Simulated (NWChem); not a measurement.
System: C$_{2}$H$_{6}$BeFN; SMILES C[N](C)[Be][F]

NWChem input:

```
start job
memory heap 200 mb stack 900 mb global 1100 mb
geometry units angstroms noautoz
  Be    -0.000101     1.072088     0.000000
  F     -0.000199     2.459933     0.000000
  N      0.000170    -0.433457     0.000000
  C     -0.000016    -1.237512    -1.210439
  C     -0.000016    -1.237512     1.210439
  H     -0.888135    -1.889074    -1.269137
  H      0.886803    -1.890938    -1.267967
  H      0.001201    -0.599909    -2.102264
  H      0.886803    -1.890938     1.267967
  H     -0.888135    -1.889074     1.269137
  H      0.001201    -0.599909     2.102264
end
basis spherical
  * library cc-pvtz
end
dft
  xc b3lyp
  iterations 150
  semidirect filesize 400000000
  mulliken
end
task dft energy
```

All runs use the structure optimised with B3LYP/6-31G* (spherical d). B3LYP is NWChem's, with the RPA form of VWN correlation.

Give the results of this calculation. (B3LYP/cc-pVTZ.) Quantities: basis functions; energy (Ha); highest occupied level (eV); orbital gap (eV); dipole (D).


| Quantity | Value |
|---|---|
| number of basis functions | 234 |
| energy (Ha) | -249.38 |
| highest occupied level (eV) | -6.15 |
| orbital gap (eV) | 5.90 |
| dipole (D) | 1.82 |
